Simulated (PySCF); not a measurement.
## Deuteron quadrupole couplings in `C=CCP(P)C=C`

C5H10P2.
Structure used (GFN2-xTB), in Å, numbered top down from 1:
```
atom  x, y, z in Å
C1    -2.696   -0.682    0.713
C2    -1.824   -1.142   -0.168
C3    -0.358   -1.203    0.072
P4     0.503    0.147   -0.921
P5    -0.186    1.850    0.238
C6     2.154   -0.096   -0.200
C7     2.880    0.826    0.411
H8    -3.750   -0.633    0.502
H9    -2.384   -0.343    1.689
H10   -2.151   -1.472   -1.146
H11    0.053   -2.154   -0.278
H12   -0.121   -1.070    1.130
H13    0.349    2.766   -0.666
H14   -1.416    1.858   -0.413
H15    2.562   -1.083   -0.386
H16    3.878    0.623    0.765
H17    2.499    1.820    0.595
```

Level: PBE0/pcSseg-1 (PySCF, non-relativistic); Q(2H) = 0.00286 b; rigid geometry, the same for H and D, with no vibrational averaging.

Question: Rank these positions by the coupling χzz of a deuteron there, largest first.
A. H9 (vinylic hydrogen)
B. H10 (vinylic hydrogen)
C. H14 (P–H hydrogen)
D. H8 (vinylic hydrogen)
E. H12 (methylene hydrogen)

Answer: D (228 kHz), A (223 kHz), B (217 kHz), E (202 kHz), C (136 kHz).

Question: Tabulate Vzz, the asymmetry η and χzz = 234.96 MHz × Q × Vzz for every hydrogen position.

Answer: 
```csv
atom,bonded to,bond length (Å),Vzz (au),η,χzz (kHz)
H8,C1,1.077,0.3388,0.05,228
H9,C1,1.079,0.3325,0.06,223
H10,C2,1.083,0.3225,0.06,217
H11,C3,1.094,0.3044,0.02,205
H12,C3,1.093,0.3008,0.02,202
H13,P5,1.394,0.2018,0.07,136
H14,P5,1.392,0.2031,0.07,136
H15,C6,1.085,0.3228,0.06,217
H16,C7,1.079,0.3345,0.05,225
H17,C7,1.080,0.3283,0.08,221
```

Question: Average by the element that carries the hydrogen.

Answer: on C: 217 kHz over 8 positions, mean bond length 1.083 Å; on P: 136 kHz over 2 positions, mean bond length 1.393 Å.

Question: How does χzz go with the bond length over the 8 C–H bonds?

Answer: A straight-line fit has a slope of -14.0 kHz for each 0.01 Å, with a correlation coefficient of -0.99, over lengths from 1.077 to 1.094 Å. The longer bonds have the smaller couplings here.

Question: Give the 2H NMR doublet splittings at H17 for a magnetic field along the z, y and x axes of the gradient: 3χ/2, 3χ(1 + η)/4, 3χ(1 − η)/4.

Answer: With |χ| = 220.6 kHz and η = 0.081: 331, 179 and 152 kHz, to first order and without motion.

Isolated species at its GFN2-xTB geometry (one conformer only). GFN2-xTB bond lengths can be off by several hundredths of an ångström, more for odd bonds, and the gradients follow them. These gradients aren't converged with respect to the basis.

The run behind these numbers computed NMR shieldings as well. The run took 27 s of wall time on one thread, Arm Neoverse V1 (aarch64) (shared host), and the process peaked at 0.83 GiB of memory.
